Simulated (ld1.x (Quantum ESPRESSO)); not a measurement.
# Building the ultrasoft potential for Re (PBE, scalar-relativistic).

Re (Z = 75), ultrasoft, made with ld1.x (Quantum ESPRESSO) 7.5 (PBE, scalar-relativistic). Core [Kr] 4d10 4f14, reference 5s2 5p6 5d5 6s1.75 6p0.25. Waves: 5s (bound): rcut 1.45, rcutus 1.95 bohr; 6s (bound): rcut 1.45, rcutus 1.95 bohr; 5p (bound): rcut 2.00, rcutus 2.25 bohr; 6p (bound): rcut 2.00, rcutus 2.25 bohr; 5d (bound): rcut 2.10, rcutus 2.78 bohr; 5d channel at -0.1 Ry: rcut 2.10, rcutus 2.78 bohr. Local part: all-electron potential smoothed inside 1.95 bohr (lloc = -1). Core correction: Bessel-smoothed model core, default radius (core density twice the valence density). Augmentation charge: PSQ, inside the norm-conserving radii.

All-electron outer shells of the reference configuration (PBE, scalar-relativistic, ld1.x):

```json
{"shell": "4d", "level (eV)": "-255.78", "outermost node (bohr)": "0.21", "outermost maximum (bohr)": "0.44"}
{"shell": "5s", "level (eV)": "-85.70", "outermost node (bohr)": "0.52", "outermost maximum (bohr)": "0.93"}
{"shell": "5p", "level (eV)": "-47.46", "outermost node (bohr)": "0.56", "outermost maximum (bohr)": "1.06"}
{"shell": "4f", "level (eV)": "-42.76", "outermost node (bohr)": "–", "outermost maximum (bohr)": "0.41"}
{"shell": "6s", "level (eV)": "-6.25", "outermost node (bohr)": "1.24", "outermost maximum (bohr)": "2.54"}
{"shell": "5d", "level (eV)": "-5.78", "outermost node (bohr)": "0.62", "outermost maximum (bohr)": "1.41"}
{"shell": "6p", "level (eV)": "-1.55", "outermost node (bohr)": "1.48", "outermost maximum (bohr)": "3.61"}
```

Results:

- Configuration tests: test run stopped at test 6 of 7 (negative rho)
- Lowest eigenvalue of the overlap operator: -2.47 (p channel); it is negative, so in a basis up to 400 Ry S is not positive definite and the file is unfit for use
- Density cutoff estimated by the generator: 119 Ry

The ghost test of this file was not conclusive. Its overlap operator is not positive definite in a basis up to 400 Ry (lowest eigenvalue p -2.47), so the file is unfit for use: the generalised eigenproblem breaks down once the basis is large enough, and its test numbers describe a broken file.

Generation and tests took about 2.1 s on one core of a shared server CPU.
